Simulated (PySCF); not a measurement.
A structure optimised at PBE0-D3(BJ)/def2-SVP, used in a PySCF frequency run:

```xyz
8

Ga    -0.0476    -1.1918     0.0000
H     -1.5945    -1.4213     0.0000
H      1.1202    -2.2231     0.0000
O      0.4911     0.5114     0.0000
Si    -0.0850     2.0600     0.0000
H      0.3975     2.7860    -1.2142
H     -1.5846     2.0863     0.0000
H      0.3975     2.7860     1.2142
```
Charge 0, spin multiplicity 1.

**Question.** Write its SMILES, formula and point group.

**Answer.** [SiH3][O][GaH2], GaH5OSi, Cs

**Question.** What are its rotational constants (standard atomic weights)?

**Answer.** 36.495, 2.0133, 1.9519 GHz
